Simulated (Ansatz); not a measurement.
The cluster ReO₂, relaxed as a quartet with UKS PBE0-D4/def2-TZVP in Ansatz, starting from the PBE0-D4/def2-TZVP geometry of the neutral doublet. Force threshold 0.02 eV/Å.

In the def2 sets Re takes a core potential; there is no spin–orbit coupling. The structure comes from a short search, and lower isomers may exist.

Start:

Cartesian coordinates in Å:
```
Re -0.141 -0.026 -0.576
O 1.391 -0.423 -0.017
O -1.249 0.449 0.592
```

| step | energy (eV) | largest force component (eV/Å) | SCF passes |
| --- | --- | --- | --- |
| 1 | -6221.1043 | 1.515 | 35 |
| 2 | -6221.3399 | 0.621 | 46 |
| 3 (rejected) | -6221.3235 | 1.719 | 45 |
| 4 | -6221.3673 | 0.137 | 43 |
| 5 | -6221.3719 | 0.058 | 41 |
| 6 | -6221.3721 | 0.001 | 40 |

Force components are those of the run's own axes.

End:

```xyz
3

Re   -0.109   -0.020   -0.443
O     1.501   -0.468   -0.112
O    -1.393    0.488    0.555
```

By distances, no bond broke or formed. The bond that changes most is Re1–O3, from 1.68 to 1.70 Å (atoms count from 1).

No frequencies were taken in this run, so the end may be a saddle point.

It took 13 s on 2 threads of Intel Xeon Platinum 8375C on a shared host.
